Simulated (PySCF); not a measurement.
Spectra and structures to be paired. The calculation used TDDFT CAM-B3LYP/def2-SVPD, vertical, gas phase, core orbitals frozen in the response in PySCF. Geometries: GFN2-xTB; one conformer of each isolated species. Triplets are in the Tamm–Dancoff approximation.

A. `COc1nccnc1C`
B. `FC(F)(F)CC#CC`
C. `COc1cc(C)cnn1`
D. `O=C(O)c1cncn1[SiH3]`

Lowest singlet levels (six at most, fewer where fewer were computed) with oscillator strengths:

1. 269 nm (f 0.004); 247 nm (f 0.155); 225 nm (f 0.000); 204 nm (f 0.000); 203 nm (f 0.204); 186 nm (f 0.001); T1 3.71 eV
2. 232 nm (f 0.294); 231 nm (f 0.001); 205 nm (f 0.000); 196 nm (f 0.045); 185 nm (f 0.002); 174 nm (f 0.007); T1 3.63 eV
3. 320 nm (f 0.004); 262 nm (f 0.000); 234 nm (f 0.047); 201 nm (f 0.052); 189 nm (f 0.001); 185 nm (f 0.026); T1 3.12 eV
4. 188 nm (f 0.000); 179 nm (f 0.002); 177 nm (f 0.001); 172 nm (f 0.007); 170 nm (f 0.012); 152 nm (f 0.001); T1 5.53 eV

Question: Which spectrum belongs to which structure?

Answer: 1 = A, 2 = D, 3 = C, 4 = B.
- A: S1 at 4.62 eV, HOMO-1→LUMO (98%); Löwdin shares by element: HOMO carbon 48% or more, oxygen 18% (atoms not listed hold the other 34%); LUMO nitrogen 46%, carbon 29% or more (atoms not listed hold the other 25%); HOMO -8.14 and LUMO -0.02 eV; point group Cs, 2 of its 6 listed states under f = 0.0005.
- B: S1 at 6.60 eV, HOMO→LUMO+2 (63%), HOMO→LUMO+1 (16%), HOMO-1→LUMO+3 (9%); Löwdin shares by element: HOMO carbon 90% or more; LUMO carbon 60% or more (atoms not listed hold the other 40%); HOMO -9.14 and LUMO 1.12 eV.
- C: S1 at 3.88 eV, HOMO→LUMO (97%); Löwdin shares by element: HOMO nitrogen 74%, carbon 15% or more; LUMO carbon 39% or more, nitrogen 37% (atoms not listed hold the other 24%); HOMO -8.00 and LUMO -0.09 eV.
- D: S1 at 5.35 eV, HOMO→LUMO (95%); Löwdin shares by element: HOMO carbon 65% or more, nitrogen 9% or more (atoms not listed hold the other 26%); LUMO carbon 46% or more, oxygen 16% or more (atoms not listed hold the other 38%); HOMO -8.62 and LUMO -0.46 eV; point group Cs, 1 of its 6 listed states under f = 0.0005.
